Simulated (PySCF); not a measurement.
Nuclear quadrupole coupling in `FCCC1OCCO1`

Compound: C5H9FO2.
Cartesian coordinates in Å at the GFN2-xTB level; atoms count from 1:
```xyz
17
C5H9FO2 angstrom
F      2.5629   -1.7648   -0.1268
C      2.4331   -0.4104   -0.3223
C      1.3863    0.1644    0.6180
C     -0.0116   -0.3404    0.2667
O     -0.9558    0.1047    1.2218
C     -2.1087    0.5558    0.5351
C     -1.8199    0.2130   -0.9343
O     -0.4132    0.1663   -0.9776
H      2.1411   -0.2666   -1.3665
H      3.4188    0.0266   -0.1341
H      1.3923    1.2511    0.5395
H      1.6004   -0.1238    1.6470
H     -0.0202   -1.4486    0.2503
H     -2.9923    0.0444    0.9251
H     -2.2134    1.6366    0.6855
H     -2.1611    0.9692   -1.6395
H     -2.2457   -0.7653   -1.1977
```

Field gradients from the PBE0/pcSseg-1 density (PySCF, non-relativistic), principal values in atomic units, ordered |Vxx| ≤ |Vyy| ≤ |Vzz|:

```
atom     Vxx     Vyy      Vzz
  O5  0.0599  2.0400  -2.0999
  O8  0.0885  1.9167  -2.0052
```

Task: Find the asymmetry η = (Vxx − Vyy)/Vzz and the couplings χ = eQV/h (234.96 MHz × Q in barn × V in au), with Q(17O) = −0.0256 b.

Result: 
```tsv
atom	environment	nucleus	η	χzz (MHz)	χxx (MHz)	χyy (MHz)
O5	cyclic ether oxygen	17O	0.94	12.63	-0.36	-12.27
O8	cyclic ether oxygen	17O	0.91	12.06	-0.53	-11.53
```

At O5 and O8 η is above 0.9: Vyy and Vzz are nearly equal in size and opposite in sign, so a small change could swap them and flip the sign of χzz. 

Task: What is Vzz at O5 in SI units (1 au = 9.71736 × 10²¹ V/m²)?

Result: -2.0999 au = -20.405 × 10²¹ V/m².

Task: And the gradient at the other heavy atoms, for which no coupling is worked out here?

Result: 
```csv
atom,environment,Vzz (au),η
F1,alkyl fluorine,3.053,0.04
C2,sp3 C–F carbon,0.543,0.15
C3,chain CH2 carbon,-0.066,0.61
C4,sp3 carbon bearing two oxygens,0.384,0.92
C6,sp3 carbon bound to oxygen,0.383,0.20
C7,sp3 carbon bound to oxygen,0.380,0.20
```

Were the hydrogens deuterons (Q(2H) = 0.00286 b), χzz would run from 175 kHz (H13) to 206 kHz (H11).

The structure is a single GFN2-xTB conformer in the gas phase; no vibrational or solvent corrections. GFN2-xTB bond lengths can be off by several hundredths of an ångström, more for odd bonds, and the gradients follow them. The small basis limits the accuracy of the gradients.

These values come from a run that also computed NMR shieldings. Time: 55 s (grids of density and orbitals included); peak memory 0.82 GiB. Hardware: one thread of an Arm Neoverse N1, on a shared host.
